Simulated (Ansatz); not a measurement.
Coupled-cluster diagnostics for P3Se (the lowest doublet isomer of a short search), Ansatz.

Geometry of the doublet (PBE-D4/def2-SVP):

```xyz
4

P    -0.7897   -0.3204   -0.9673
P    -0.3816    0.9606    0.7705
P    -0.1852   -1.2521    0.9664
Se    1.3565    0.6119   -0.7696
```

Correlated methods freeze 24 core orbitals; core or outer-core shells of Se are correlated, in sets that lack core-valence functions. The structure comes from a short search, and lower isomers may exist.

Geometry of the charge 0 quartet (PBE-D4/def2-SVP):

```
atom    x (Å)    y (Å)    z (Å)
  P1  -1.1459   0.7748  -0.7300
  P2   0.7864  -1.3420   0.1644
  P3   1.0921   0.6537  -0.8123
 Se4  -0.7326  -0.0865   1.3779
```

Estimate the CCSD(T) correlation energy, the shares of MP2 and (T), T1 and the reference's ⟨S²⟩ for: charge 0, doublet, own geometry in def2-TZVP; charge 0, quartet, own geometry in def2-TZVP; and the rough time on 4 threads of Arm Neoverse V2 on a shared host.


| state | basis | correlation (eV) | MP2 share (%) | (T) share (%) | T1 | ⟨S²⟩ (pure) | wall time |
| --- | --- | --- | --- | --- | --- | --- | --- |
| charge 0, doublet, own geometry | def2-TZVP | -20.303 | 91.1 | 6.1 | 0.022 | 0.79 (0.75) | 25 s |
| charge 0, quartet, own geometry | def2-TZVP | -19.427 | 88.8 | 5.8 | 0.030 | 3.81 (3.75) | 24 s |
Customary marks for T1 are 0.02 (closed shells), 0.045 (open shells) and about 0.05 (3d metals). T1 exceeds 0.02 in 2 of 2 rows and 0.045 in 0; the higher it lies, the less the single-reference result can be trusted.
